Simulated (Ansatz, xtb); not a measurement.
**A geometry optimisation of AlH4InSi with r2SCAN-D4/def2-SVP**

The starting geometry of this gas-phase singlet was built from a drawn formula by distance geometry and a force field; its bonds are those of `[SiH3][AlH][In]`.

```yaml
atoms:
  - { symbol: Al, position_ang: [-1.3141, -1.5052, -0.6251] }
  - { symbol: In, position_ang: [0.8811, -1.1502, -2.2977] }
  - { symbol: Si, position_ang: [-3.5568, -1.5514, -1.3891] }
  - { symbol: H, position_ang: [-3.7319, -2.6765, -2.3382] }
  - { symbol: H, position_ang: [-4.5228, -1.8055, -0.2566] }
  - { symbol: H, position_ang: [-3.9013, -0.3197, -2.0104] }
  - { symbol: H, position_ang: [-1.0146, -1.7277, 0.9749] }
```

Question: Predict what it relaxes into with r2SCAN-D4/def2-SVP.

Answer: It keeps its bonds, and is `[SiH3][AlH][In]`.

The energy falls by 0.23 eV over 7 steps:

| step | E − E(last) (eV) |
| --- | --- |
| 1 | 0.233 |
| 2 | 0.025 |
| 3 | 0.002 |
| 4 | 0.000 |
| 5 | 0.000 |
| 6 | 0.000 |
| 7 | 0.000 |

Final geometry (Å):

```xyz
7

Al   -1.2122   -1.5272   -0.5772
In    1.0606   -1.0956   -2.4139
Si   -3.5835   -1.5873   -1.3178
H    -3.7808   -2.6791   -2.3351
H    -4.6430   -1.7859   -0.2727
H    -3.9348   -0.3153   -2.0420
H    -1.0667   -1.7458    1.0164
```

From the same start GFN2-xTB ends elsewhere, differing in Si3–H6 (2.26 against 1.51 Å here).

The end wasn't checked by frequencies. Atoms past krypton carry core potentials, without spin–orbit terms. Run with Ansatz 0.2.0, 13 s on 1 thread of Intel(R) Xeon(R) 6975P-C (Granite Rapids), on a shared host.
